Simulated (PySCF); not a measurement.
# Bond length, frequency and bond energy of SrCl by level of theory

State: ²Σ⁺ (doublet), unpaired electrons σ ↑. Set-up: Sr def2-SVP with ECP28, Cl def2-SVP; scalar-relativistic core potentials (PySCF 2.14). De refers to Sr + Cl in their high-spin ground configurations, without counterpoise correction. The functionals are run spin-unrestricted. A positive dipole means Sr(−)Cl(+).

```json
{"Level": "UHF", "Re (Å)": "2.655", "ωe (cm⁻¹)": "305", "De (eV)": "3.71", "μ (D)": "-4.61"}
{"Level": "UHF-MP2", "Re (Å)": "2.619", "ωe (cm⁻¹)": "315", "De (eV)": "3.97", "μ (D)": "n/a"}
{"Level": "UHF-SCS-MP2", "Re (Å)": "2.625", "ωe (cm⁻¹)": "313", "De (eV)": "3.83", "μ (D)": "n/a"}
{"Level": "UHF-CCSD", "Re (Å)": "2.623", "ωe (cm⁻¹)": "314", "De (eV)": "3.72", "μ (D)": "n/a"}
{"Level": "UHF-CCSD(T)", "Re (Å)": "2.622", "ωe (cm⁻¹)": "314", "De (eV)": "3.75", "μ (D)": "n/a"}
{"Level": "PBE", "Re (Å)": "2.589", "ωe (cm⁻¹)": "312", "De (eV)": "4.45", "μ (D)": "-4.38"}
{"Level": "BP86", "Re (Å)": "2.591", "ωe (cm⁻¹)": "312", "De (eV)": "4.39", "μ (D)": "-4.47"}
{"Level": "r²SCAN", "Re (Å)": "2.598", "ωe (cm⁻¹)": "314", "De (eV)": "4.69", "μ (D)": "-4.65"}
{"Level": "r²SCANh", "Re (Å)": "2.598", "ωe (cm⁻¹)": "315", "De (eV)": "4.63", "μ (D)": "-4.71"}
{"Level": "PBE0", "Re (Å)": "2.591", "ωe (cm⁻¹)": "316", "De (eV)": "4.40", "μ (D)": "-4.53"}
{"Level": "MN15", "Re (Å)": "2.581", "ωe (cm⁻¹)": "318", "De (eV)": "3.98", "μ (D)": "-4.89"}
```

The bond length runs from 2.581 Å (MN15) to 2.655 Å (UHF). De spans 3.71 eV (UHF, mean field) to 4.69 eV (r²SCAN, meta-GGA). Correlation at CCSD(T) changes the Hartree–Fock bond energy by +0.04 eV; the triples alone change it by +0.03 eV.

Correlated steps freeze 5 core orbitals. Correlated levels converge slowly with the basis: in double zeta they bind strong bonds too weakly, by up to about 1 eV, and carry superposition errors of some tenths. Spin–orbit coupling is left out. The state is the lowest determinant that a PBE0 search found; another state may lie lower at other levels.
